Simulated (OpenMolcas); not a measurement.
**K: effect of the basis set**

| Item | Value |
| --- | --- |
| Program | OpenMolcas |
| Method | SS-CASPT2, IPEA 0.25 Eh, imaginary shift 0.1 Eh (closed shells correlated: 3s 3p) |
| Active space | 1 electron in 4 orbitals (4s 4p) |
| State averaging | 2S+1 = 2 even, 1 root; 2S+1 = 2 odd, 3 roots |
| Spin-orbit coupling | RASSI with atomic mean-field integrals over the reference wave functions, term energies averaged over their components |

A. ANO-R1 [4s3p1d], X2C, finite nucleus; CASPT2 step about 0.5 core-seconds
B. ANO-RCC-VDZP [5s4p1d], DKH2, point nucleus; CASPT2 step roughly 0.8 core-seconds
C. ANO-R2 [5s4p2d1f], X2C, finite nucleus; CASPT2 step roughly 1 core-seconds
D. ANO-RCC-VTZP [6s5p2d1f], DKH2, point nucleus; CASPT2 step about 0.6 core-seconds
E. ANO-R3 [6s5p3d2f1g], X2C, finite nucleus; CASPT2 step of the order of 0.5 core-seconds
F. ANO-RCC-VQZP [7s6p3d2f1g], DKH2, point nucleus; CASPT2 step about 1.2 core-seconds

Energies in cm-1 above 4s 2S 1/2, the measured ground level; measured values from NIST Handbook of Basic Atomic Spectroscopic Data.

```
     Level      A      B      C      D      E      F  Measured
 4s 2S 1/2    0.0    0.0    0.0    0.0    0.0    0.0       0.0
4p 2P* 1/2  22144  12656  22239  12999  21902  13081     12985
4p 2P* 3/2  22269  12694  22348  13036  22011  13116     13043
```

Deviations, from unrounded energies. A percentage is the sum of absolute deviations over the sum of measured energies, with the sign that they share, or ± where signs differ.

| Against measurement | Levels | A | B | C | D | E | F |
| --- | --- | --- | --- | --- | --- | --- | --- |
| mean absolute deviation (cm-1) | 2 | 9200 | 340 | 9300 | 10 | 8900 | 85 |
| other configurations (%) | 2 | +70.6 | -2.6 | +71.3 | ±0.1 | +68.7 | +0.7 |

D lies closest to measurement on these levels and C furthest from it. The largest miss of D in the table is 4p 2P* 1/2, by +14 cm-1. The ranking rests on the paired levels alone, and a cruder setting can come out closer through cancelling errors.

Among A to F the level of the table that moves most is 4p 2P* 3/2, by 9700 cm-1 (lowest in B, highest in C).

ANO sets are built for ground and valence states and can reach diffuse excited orbitals poorly. With one active electron, CASPT2 adds the correlation within the correlated inactive shells and between them and that electron, and leaves the splitting within a term as the reference gives it. The ANO-R sets hold no well-fitted valence p shell for this element, so s → p excitations can come out far too high (holds for A; C; E). Measured partners are found by configuration, term and J. A level has none where our copy of the source lacks it or the pairing is in doubt (some pairs that miss far off the trend of their configuration count as doubtful), and it then counts in no deviation. Levels of configurations outside the active space are missing.

* marks odd parity.
